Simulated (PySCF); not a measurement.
OSr, SMILES [O]=[Sr].

The structure is a stationary point at PBE-D3(BJ)/def2-TZVPD. The def2 effective core potentials stand for the cores of Sr; spin–orbit coupling is left out.

Method: PBE-D3(BJ)/def2-TZVPD in PySCF 2.14.0.

Frequencies are harmonic and unscaled.

| mode | ν (cm⁻¹) | IR (km/mol) | moving atoms (share of kinetic energy) |
|---|---|---|---|
| 1 | 649 | 78.6 | O 85 %, Sr 15 % |
